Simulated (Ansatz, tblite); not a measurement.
Forces on SbH2(iPr) (C₃H₉Sb) at its PBE-D4/def2-SVP geometry. Charge 0, multiplicity 1.

In the def2 sets Sb takes a core potential; there is no spin–orbit coupling. The xTB rows come from tblite. Another isomer (singlet) lies 0.46 eV lower at PBE0-D4/def2-TZVP; other spin states weren't run for this one.

GFN1-xTB (tblite), largest force 0.72 eV/Å:

```xyz
13
positions Å, forces eV/Å
C     0.147   -0.161   -0.137   -0.509   -0.218   -0.463
C     0.246   -0.724    1.280    0.280   -0.044    0.542
C     0.866    1.178   -0.293    0.426    0.404    0.172
Sb   -2.003    0.065   -0.709    0.267   -0.283   -0.238
H    -1.632    0.196   -2.401   -0.070   -0.136    0.468
H    -2.232   -1.649   -0.877    0.128    0.474   -0.036
H     0.559   -0.894   -0.861    0.087    0.317    0.418
H    -0.242   -1.715    1.376    0.217    0.550   -0.186
H    -0.219   -0.045    2.027    0.216   -0.337   -0.484
H     1.311   -0.850    1.578   -0.564    0.063   -0.202
H     1.940    1.081   -0.019   -0.581    0.011   -0.159
H     0.825    1.560   -1.334   -0.065   -0.315    0.529
H     0.433    1.958    0.370    0.167   -0.487   -0.361
```

GFN2-xTB (tblite), largest force 0.67 eV/Å:

```
C -0.116 -0.131 -0.204
C 0.190 -0.002 0.374
C 0.281 0.277 0.143
Sb 0.309 -0.120 -0.024
H -0.014 -0.108 0.245
H 0.101 0.244 -0.046
H -0.107 0.365 0.399
H 0.232 0.600 -0.196
H 0.246 -0.343 -0.520
H -0.605 0.078 -0.222
H -0.628 0.006 -0.163
H -0.073 -0.336 0.579
H 0.185 -0.530 -0.365
```

PBE-D4/def2-TZVP (Ansatz), largest force 0.30 eV/Å:

```
C -0.003 -0.139 -0.168
C 0.011 -0.062 0.218
C 0.097 0.205 -0.003
Sb 0.225 -0.124 -0.062
H -0.029 -0.005 0.106
H 0.007 0.109 0.012
H -0.122 0.194 0.186
H 0.119 0.266 -0.042
H 0.113 -0.169 -0.207
H -0.254 0.036 -0.080
H -0.261 0.014 -0.062
H -0.004 -0.113 0.272
H 0.099 -0.212 -0.171
```
